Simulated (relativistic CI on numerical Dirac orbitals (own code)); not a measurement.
## Inner-shell lines of Cs22+

Method of calculation: Dirac-Coulomb-Breit CI, separate exchange-only KLI orbitals for each configuration, model QED (radiative potential, 1s self-energy scaled to tabulated hydrogen-like ionisation energies), valence Slater integrals scaled by 0.85 (own radial code, finite nucleus).

Configurations in the expansion (outside the closed core 2s2 2p6 3s2 3p6 3d10): 1s²4s²4p³, 1s4s²4p⁴, 1s4s²4p³5p, 1s²4s4p⁴, 1s4s4p⁵, 1s4s4p⁴5p. Levels of other configurations are missing.

The table holds the strongest lines. The upper levels have an inner-shell vacancy. Auger decay, open to those above the ionisation limit, is not computed, and radiative decays to configurations outside the model are missing too. Absolute energies can be off by a few tenths of a per cent, so close lines can change order. LS names give the leading component, which can be well under half, for lower levels too. Brackets number the levels in order of energy.

```
   λ (Å)                  Upper                 Lower   A (s⁻¹)  gA (s⁻¹)
0.345117    1s4s²4p⁴ ²P3/2 [15]  1s²4s²4p³ ²D°5/2 [3]  1.97e+14  7.89e+14
0.345115    1s4s²4p⁴ ²D5/2 [19]  1s²4s²4p³ ²P°3/2 [5]  1.39e+14  8.35e+14
0.345105    1s4s²4p⁴ ⁴P5/2 [14]  1s²4s²4p³ ²D°3/2 [2]  9.41e+13  5.65e+14
0.344958    1s4s²4p⁴ ⁴P5/2 [14]  1s²4s²4p³ ²P°3/2 [1]  1.04e+14  6.22e+14
0.344952    1s4s²4p⁴ ²D3/2 [20]  1s²4s²4p³ ²P°1/2 [4]  1.39e+14  5.55e+14
0.344941    1s4s²4p⁴ ²P3/2 [15]  1s²4s²4p³ ²P°3/2 [1]  3.88e+14  1.55e+15
0.344926    1s4s²4p⁴ ²D5/2 [19]  1s²4s²4p³ ²D°5/2 [3]  2.34e+14  1.40e+15
0.344922    1s4s²4p⁴ ⁴P3/2 [17]  1s²4s²4p³ ²D°3/2 [2]  1.73e+14  6.92e+14
0.344913    1s4s²4p⁴ ²D3/2 [20]  1s²4s²4p³ ²D°5/2 [3]  2.47e+14  9.87e+14
0.344911    1s4s²4p⁴ ²P1/2 [18]  1s²4s²4p³ ²D°3/2 [2]  3.28e+14  6.56e+14
0.344907    1s4s²4p⁴ ²S1/2 [21]  1s²4s²4p³ ²P°3/2 [5]  4.49e+14  8.98e+14
  0.3449    1s4s4p⁵ ⁴P°5/2 [22]    1s²4s4p⁴ ⁴P5/2 [6]  2.62e+14  1.57e+15
 0.34487    1s4s4p⁵ ²P°3/2 [23]    1s²4s4p⁴ ⁴P5/2 [6]  2.31e+14  9.25e+14
0.341972  1s4s²4p³5p ²D5/2 [36]  1s²4s²4p³ ²P°3/2 [1]  1.27e+14  7.65e+14
 0.34197  1s4s4p⁴5p ⁴D°5/2 [90]    1s²4s4p⁴ ⁴P5/2 [6]  1.04e+14  6.22e+14
0.341958  1s4s4p⁴5p ⁴D°7/2 [92]    1s²4s4p⁴ ⁴P5/2 [6]  8.68e+13  6.94e+14
0.341957  1s4s²4p³5p ⁴P5/2 [54]  1s²4s²4p³ ²D°3/2 [2]  9.36e+13  5.62e+14
0.341956  1s4s²4p³5p ²D5/2 [60]  1s²4s²4p³ ²D°5/2 [3]  9.68e+13  5.81e+14
0.341952  1s4s²4p³5p ²F7/2 [61]  1s²4s²4p³ ²D°5/2 [3]  9.46e+13  7.57e+14
0.341944  1s4s²4p³5p ²D5/2 [77]  1s²4s²4p³ ²P°3/2 [5]  1.21e+14  7.25e+14
```
